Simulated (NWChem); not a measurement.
Program: NWChem. System: C2F3, charge 0, spin multiplicity 2, displaced from the optimised geometry. The structure started from a generated list of species. Its SCF solution wasn't tested for a lower state. Level: UBP86/def2-TZVP.

NWChem printed:

```
             Northwest Computational Chemistry Package (NWChem) 7.3.0
             --------------------------------------------------------

                                NWChem Input Module
                                -------------------

 Scaling coordinates for geometry "geometry" by  1.889725989
 (inverse scale =  0.529177249)

 Turning off AUTOSYM since
 SYMMETRY directive was detected!

                             Geometry "geometry" -> ""
                             -------------------------

 Output coordinates in angstroms (scale by  1.889725989 to convert to a.u.)

  No.       Tag          Charge          X              Y              Z
 ---- ---------------- ---------- -------------- -------------- --------------
    1 F                    9.0000    -0.08039100     2.00889900     0.00000000
    2 C                    6.0000     0.56592800     0.84037600     0.00000000
    3 C                    6.0000     0.08213200    -0.43042700     0.00000000
    4 F                    9.0000    -1.23518800    -0.76451800     0.00000000
    5 F                    9.0000     0.88353900    -1.51768000     0.00000000

 Effective nuclear repulsion energy (a.u.)     158.1896889662

            Nuclear Dipole moment (a.u.)
            ----------------------------
        X                 Y               Z
 ---------------- ---------------- ----------------
     0.0000000000     0.0000056692     0.0000000000

      Symmetry information
      --------------------

 Group name             Cs
 Group number              2
 Group order               2
 No. of unique centers     5

      Symmetry unique atoms

     1    2    3    4    5


 Summary of "ao basis" -> "" (spherical)
 ------------------------------------------------------------------------------
       Tag                 Description            Shells   Functions and Types
 ---------------- ------------------------------  ------  ---------------------
 *                         def2-tzvp                  on all atoms

  perdew86 is a nonlocal functional; adding perdew81 local functional.

                                 NWChem DFT Module
                                 -----------------

 Summary of "ao basis" -> "ao basis" (spherical)
 ------------------------------------------------------------------------------
       Tag                 Description            Shells   Functions and Types
 ---------------- ------------------------------  ------  ---------------------
[...]
     -   - - -        -----         -----         ----         -------
     0   0 0 0     -0.000000    -20.000000    -19.000000     39.000000

     1   1 0 0      0.047827     -0.729297      0.777123      0.000000
     1   0 1 0      0.123671     -0.903843      1.027508      0.000006
     1   0 0 1     -0.000000     -0.000000     -0.000000      0.000000

     2   2 0 0    -19.649844    -52.624430    -48.364476     81.339062
     2   1 1 0      0.194093      2.913314      5.785225     -8.504446
     2   1 0 1     -0.000000     -0.000000      0.000000      0.000000
     2   0 2 0    -19.875448   -133.115353   -128.380576    241.620480
     2   0 1 1     -0.000000     -0.000000      0.000000      0.000000
     2   0 0 2    -18.972837     -9.816873     -9.155964      0.000000

            General Information
            -------------------
          SCF calculation type: DFT
          Wavefunction type:  spin polarized.
          No. of atoms     :     5
          No. of electrons :    39
           Alpha electrons :    20
            Beta electrons :    19
          Charge           :     0
          Spin multiplicity:     2
          Use of symmetry is: on ; symmetry adaption is: on
          Maximum number of iterations: 100
          AO basis - number of functions:   155
                     number of shells:    55
          Convergence on energy requested:  1.00D-06
          Convergence on density requested:  1.00D-05
          Convergence on gradient requested:  5.00D-04

              XC Information
              --------------
                    Becke 1988 Exchange Functional  1.000
                Perdew 1981 Correlation Functional  1.000 local
                Perdew 1986 Correlation Functional  1.000 non-local

             Grid Information
             ----------------
          Grid used for XC integration:  xcoarse
          Radial quadrature: Mura-Knowles
          Angular quadrature: Lebedev.
          Tag              B.-S. Rad. Rad. Pts. Rad. Cut. Ang. Pts.
          ---              ---------- --------- --------- ---------
          F                   0.50       21           8.0       194
          C                   0.70       21           7.0       194
          Grid pruning is: on
          Number of quadrature shells:   105
          Spatial weights used:  Erf1

          Convergence Information
          -----------------------
          Convergence aids based upon iterative change in
          total energy or number of iterations.
          Levelshifting, if invoked, occurs when the
          HOMO/LUMO gap drops below (HL_TOL):  1.00D-02
          DIIS, if invoked, will attempt to extrapolate
          using up to (NFOCK): 10 stored Fock matrices.

                    Damping( 0%)  Levelshifting(0.5)       DIIS
                  --------------- ------------------- ---------------
          dE  on:    start            ASAP                start
          dE off:    2 iters        100 iters           100 iters

      Screening Tolerance Information
      -------------------------------
          Density screening/tol_rho:  1.00D-10
          AO Gaussian exp screening on grid/accAOfunc:  14
          CD Gaussian exp screening on grid/accCDfunc:  20
          XC Gaussian exp screening on grid/accXCfunc:  20
          Schwarz screening/accCoul:  1.00D-08

                            NWChem DFT Gradient Module
                            --------------------------

  charge          =   0.00
  wavefunction    = open shell

  Using symmetry

                         DFT ENERGY GRADIENTS

    atom               coordinates                        gradient
                 x          y          z           x          y          z
   1 F      -0.151917   3.796269   0.000000   -0.006873   0.016779   0.000000
   2 C       1.069449   1.588080   0.000000    0.018960   0.022290   0.000000
   3 C       0.155207  -0.813389   0.000000   -0.008075  -0.021704   0.000000
   4 F      -2.334167  -1.444730   0.000000   -0.014938  -0.002933   0.000000
   5 F       1.669647  -2.867999   0.000000    0.010927  -0.014432   0.000000

                 ----------------------------------------
                 |  Time  |  1-e(secs)   |  2-e(secs)   |
                 ----------------------------------------
                 |  CPU   |       0.01   |       4.97   |
                 ----------------------------------------
                 |  WALL  |       0.01   |       4.97   |
                 ----------------------------------------

 Task  times  cpu:       10.6s     wall:       10.6s

 Total times  cpu:       10.6s     wall:       10.6s
```

### Question
Write an NWChem input that would produce this output.

### Answer
This is not unique; one that fits is 
```
start mol
memory heap 200 mb stack 900 mb global 1100 mb
geometry units angstroms nocenter noautoz
  F     -0.080391     2.008899     0.000000
  C      0.565928     0.840376     0.000000
  C      0.082132    -0.430427     0.000000
  F     -1.235188    -0.764518     0.000000
  F      0.883539    -1.517680     0.000000
  symmetry group Cs
end
basis spherical
  * library def2-tzvp
end
dft
  xc becke88 perdew86
  odft
  mult 2
  semidirect memsize 60000000 filesize 0
  iterations 100
  grid xcoarse
end
task dft gradient
```
